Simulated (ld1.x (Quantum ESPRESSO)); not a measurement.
## In (Z = 49): variants of one RRKJ potential

Base potential:

```
Element                 : In
Generator               : ld1.x (Quantum ESPRESSO) 7.5
Type                    : norm-conserving RRKJ (Kleinman–Bylander form)
Functional              : LDA (PZ)
Relativity              : scalar-relativistic
Frozen core             : [Kr] 4d10
Valence charge          : 3
Reference configuration : 5s2 5p1
Partial waves           : 5s (bound): rc 2.05 bohr; 5p (bound): rc 2.85 bohr
Local potential         : all-electron potential smoothed inside 1.80 bohr (lloc = -1)
Core correction         : none
rho0                    : 0.005
```

Cutoffs, loose and tight: the cutoffs (Ry, on a coarse ladder) from which the occupation-weighted sum of valence levels, in a spherical-Bessel basis at the reference potential, stays within 10 and 1 mRy of its value at 400 Ry. They do not see the model core or the augmentation charge, which bear on the density cutoff. Test errors are all-electron minus pseudo excitation energies from the reference, over the configurations 5s2 5p0; 5s1 5p0; 5s2 5p0.5; 5s2 5p1.3; 5s1 5p2; 5s0 5p3; 5s1 5p1 (two spin-polarised tests are not counted in the largest error). A dash means not determined; rows that change the core or the reference have their own tests.

A true bound ghost makes a file unfit for plane-wave use even where its test errors are small: the radial tests pick states by their node count and pass the ghost by.

```csv
change,outcome,"cutoff, loose","cutoff, tight",bound ghosts,largest test error (meV)
base,generated,25 Ry,35 Ry,s,+154
local potential all-electron potential smoothed inside 2.74 bohr (lloc = -1),generated,25 Ry,40 Ry,none,+164
"core [Kr], valence charge 13; reference 4d10 5s0 5p0; waves now 5p (bound): rc 2.35 bohr; 4d (bound): rc 1.25 bohr; 5s (bound): rc 2.15 bohr; local potential the s channel",failed: compute_phi: phi has nodes before r_c,–,–,–,–
functional revPBE,generated,25 Ry,35 Ry,s,+106
wave 5s (bound): rc 2.05 bohr becomes 5s (bound): rc 2.96 bohr,generated,15 Ry,18 Ry,s,+134
local potential all-electron potential smoothed inside 2.50 bohr (lloc = -1),generated,25 Ry,40 Ry,none,+167
"all radii scaled by about 0.83 (s 1.70, p 2.38 bohr); local potential all-electron potential smoothed inside 1.50 bohr (lloc = -1)",failed: compute_chi: n is too large,–,–,–,–
wave 5p (bound): rc 2.85 bohr becomes 5p (bound): rc 2.98 bohr,generated,25 Ry,35 Ry,s,+153
```
